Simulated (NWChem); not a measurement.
Species: AlCl2F; SMILES [F][Al]([Cl])[Cl]

```xyz
4

Al     0.0000     0.0000     0.3352
F      0.0000     0.0000     1.9855
Cl    -1.8109     0.0000    -0.6728
Cl     1.8109     0.0000    -0.6728
```
Atoms are numbered in this order, from 1.

Computed with NWChem. Pople sets run with spherical d functions. Geometry: optimised at PBE0/def2-SVP. Vzz is the largest principal value of the second derivative of the potential at the nucleus (NWChem prints the opposite sign); η is the asymmetry. Non-relativistic.

For level Hartree-Fock/cc-pVTZ:

- Vzz Al1 (a.u.) = 1.007
- Vzz Cl4 (a.u.) = 1.308

Q: How do the values read with level PBE0/6-31G* instead?

A: The vzz Al1 (a.u.) is 0.683. The vzz Cl4 (a.u.) comes out as 1.537.
